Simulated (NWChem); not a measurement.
System meant: C3H9Ga; SMILES [CH3][Ga]([CH3])[CH3]

The following NWChem deck was run.

```
start job
memory heap 200 mb stack 900 mb global 1100 mb
geometry units angstroms noautoz
  Ga     0.000127    -0.000292    -0.000979
  C     -0.759938     1.824501    -0.001713
  H     -1.364630     1.983371     0.907183
  H     -1.443650     1.955916    -0.856964
  H      0.005613     2.613048    -0.046240
  C     -1.200212    -1.570867     0.001558
  H     -0.981200    -2.220199     0.865657
  H     -1.025951    -2.182901    -0.899519
  H     -2.266251    -1.301759     0.032682
  C      1.960531    -0.254021    -0.000631
  H      2.260942    -1.312023    -0.014684
  H      2.405279     0.218755     0.891245
  H      2.411251     0.245366    -0.874631
end
basis spherical
  Ga library def2-svp
  C library def2-svp
  H library def2-svp
end
dft
  odft
  mult 2
  xc xpbe96 cpbe96
  iterations 150
  mulliken
end
task dft energy
```

End of the output:

```
 ==============================================================================
                                 internuclear angles
 ------------------------------------------------------------------------------
        center 1       |       center 2       |       center 3       |  degrees
 ------------------------------------------------------------------------------
    2 C                |   1 Ga               |   6 C                |   120.00
    2 C                |   1 Ga               |  10 C                |   119.99
    6 C                |   1 Ga               |  10 C                |   120.01
    1 Ga               |   2 C                |   3 H                |   110.08
    1 Ga               |   2 C                |   4 H                |   110.41
    1 Ga               |   2 C                |   5 H                |   113.22
    3 H                |   2 C                |   4 H                |   106.38
    3 H                |   2 C                |   5 H                |   108.16
    4 H                |   2 C                |   5 H                |   108.34
    1 Ga               |   6 C                |   7 H                |   110.38
    1 Ga               |   6 C                |   8 H                |   110.11
    1 Ga               |   6 C                |   9 H                |   113.21
    7 H                |   6 C                |   8 H                |   106.38
    7 H                |   6 C                |   9 H                |   108.32
    8 H                |   6 C                |   9 H                |   108.18
    1 Ga               |  10 C                |  11 H                |   113.22
    1 Ga               |  10 C                |  12 H                |   110.18
    1 Ga               |  10 C                |  13 H                |   110.31
   11 H                |  10 C                |  12 H                |   108.21
   11 H                |  10 C                |  13 H                |   108.29
   12 H                |  10 C                |  13 H                |   106.37
 ------------------------------------------------------------------------------
                            number of included internuclear angles:         21
 ==============================================================================

 Summary of "ao basis" -> "" (spherical)
 ------------------------------------------------------------------------------
       Tag                 Description            Shells   Functions and Types
 ---------------- ------------------------------  ------  ---------------------
 Ga                         def2-svp                12       32   5s4p3d
 C                          def2-svp                 6       14   3s2p1d
 H                          def2-svp                 3        5   2s1p

  pbe96 is a nonlocal functional; adding pw91lda local functional.

                                 NWChem DFT Module
                                 -----------------

 Summary of "ao basis" -> "ao basis" (spherical)
 ------------------------------------------------------------------------------
       Tag                 Description            Shells   Functions and Types
 ---------------- ------------------------------  ------  ---------------------
 Ga                         def2-svp                12       32   5s4p3d
 C                          def2-svp                 6       14   3s2p1d
 H                          def2-svp                 3        5   2s1p

  number of electrons :                   58
  multiplicity        :                    2
 ------------------------------------------------------------------------
  no. of electrons and multiplicity not compatible                  58
 ------------------------------------------------------------------------
 ------------------------------------------------------------------------
  current input line :
    30: task dft energy
 ------------------------------------------------------------------------
 ------------------------------------------------------------------------
 There is an error in the input file
 ------------------------------------------------------------------------
 For more information see the NWChem manual at https://nwchemgit.github.io

0: no. of electrons and multiplicity not compatible:Received an Error in Communication
```

Question: What is wrong, and how is it mended?

Answer: The input was rejected before any calculation. Cause: the multiplicity doesn't fit the number of electrons (an even count wants an odd multiplicity, and the reverse). This input runs:
```
start job
memory heap 200 mb stack 900 mb global 1100 mb
geometry units angstroms noautoz
  Ga     0.000127    -0.000292    -0.000979
  C     -0.759938     1.824501    -0.001713
  H     -1.364630     1.983371     0.907183
  H     -1.443650     1.955916    -0.856964
  H      0.005613     2.613048    -0.046240
  C     -1.200212    -1.570867     0.001558
  H     -0.981200    -2.220199     0.865657
  H     -1.025951    -2.182901    -0.899519
  H     -2.266251    -1.301759     0.032682
  C      1.960531    -0.254021    -0.000631
  H      2.260942    -1.312023    -0.014684
  H      2.405279     0.218755     0.891245
  H      2.411251     0.245366    -0.874631
end
basis spherical
  * library def2-svp
end
dft
  xc xpbe96 cpbe96
  iterations 150
  mulliken
end
task dft energy
```
It converges to -2043.78184 Ha (PBE/def2-SVP).
